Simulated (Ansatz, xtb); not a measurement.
# Ga2H6O2: which of two structures lies lower

We compare I, `[OH+]1[GaH2-][OH+][GaH2-]1`, a singlet, with II, a singlet given by its coordinates. Both are isolated molecules in the gas phase, relaxed with PBE0-D4/def2-SVP.

I (Å):

```yaml
atoms:
  - { symbol: Ga, position_ang: [-1.1651, 0.4549, 0.8110] }
  - { symbol: Ga, position_ang: [1.1650, -0.4549, -0.8111] }
  - { symbol: O, position_ang: [-0.2140, 0.9412, -0.8353] }
  - { symbol: O, position_ang: [0.2142, -0.9411, 0.8354] }
  - { symbol: H, position_ang: [0.0859, 1.8529, -0.9159] }
  - { symbol: H, position_ang: [-2.5321, -0.2346, 0.4846] }
  - { symbol: H, position_ang: [-0.8621, 1.5596, 1.8780] }
  - { symbol: H, position_ang: [-0.0855, -1.8528, 0.9163] }
  - { symbol: H, position_ang: [2.5322, 0.2344, -0.4850] }
  - { symbol: H, position_ang: [0.8616, -1.5596, -1.8780] }
```

II (Å):

```xyz
10

Ga    0.8703   -0.9304    0.3517
Ga   -1.1639   -2.6118   -0.4895
O     0.5721    0.8264    0.2916
O     0.3758   -1.7389   -1.3578
H    -0.1878    1.0938   -0.2345
H     2.1462   -1.5328    0.9941
H     1.0232   -2.2767   -1.8258
H    -0.8538   -4.1313   -0.3037
H    -2.4699   -1.9054   -0.9633
H    -0.5889   -1.7581    0.9286
```

Close contacts (Å): Ga1–Ga2 2.77, Ga1–O3 1.78, Ga1–O4 1.95, Ga2–O4 1.97, Ga1–H6 1.55, Ga1–H10 1.77, Ga2–H8 1.56, Ga2–H9 1.56, Ga2–H10 1.75, O3–H5 0.96, O4–H7 0.96.

Problem. Estimate E(II) − E(I) at the level CCSD(T)/def2-SVP + ΔMP2/def2-TZVPP.

Solution. Calculated at CCSD(T)/def2-SVP + ΔMP2/def2-TZVPP: E(II) − E(I) = +74.5 kJ/mol, so structure I lies lower.

How the difference moves with the method:

```
                             level          geometry  E(II) − E(I) (kJ/mol)  departure from the last row (kJ/mol)  job, with rough time for the two
                  PBE0-D4/def2-SVP  PBE0-D4/def2-SVP                   +84.5                                 +10.0                optimisation, 92 s
                       HF/def2-SVP  PBE0-D4/def2-SVP                  +103.1                                 +28.6           part of the CCSD(T) run
                      MP2/def2-SVP  PBE0-D4/def2-SVP                   +93.0                                 +18.5           part of the CCSD(T) run
                  CCSD(T)/def2-SVP  PBE0-D4/def2-SVP                   +91.9                                 +17.4                      single point
CCSD(T)/def2-SVP + ΔMP2/def2-TZVPP  PBE0-D4/def2-SVP                   +74.5                                                      single point, 62 s
```

None of the levels shown reverses the order. The largest departure from CCSD(T)/def2-SVP + ΔMP2/def2-TZVPP is that of HF/def2-SVP, 28.6 kJ/mol. Levels run at GFN2-xTB geometries aren't shown. The last row adds to CCSD(T) the change of the MP2 difference between the two basis sets, here −17.4 kJ/mol, a large step that makes the value less sure.

With thermal terms from frequencies at re-optimised GFN2-xTB minima (ideal gas, soft modes damped towards free rotors, one conformer each, 298.15 K, 1 atm): the zero-point term adds −5.3 kJ/mol; ΔH is +70.7 and ΔG +62.6 kJ/mol.

The correlated steps freeze 20 core orbitals; the filled d shell of Ga is correlated, in a basis made for valence electrons. Codes used: Ansatz 0.2.0, xtb 6.7.1; the last row on 2 threads of Arm Neoverse V1 on a shared host.
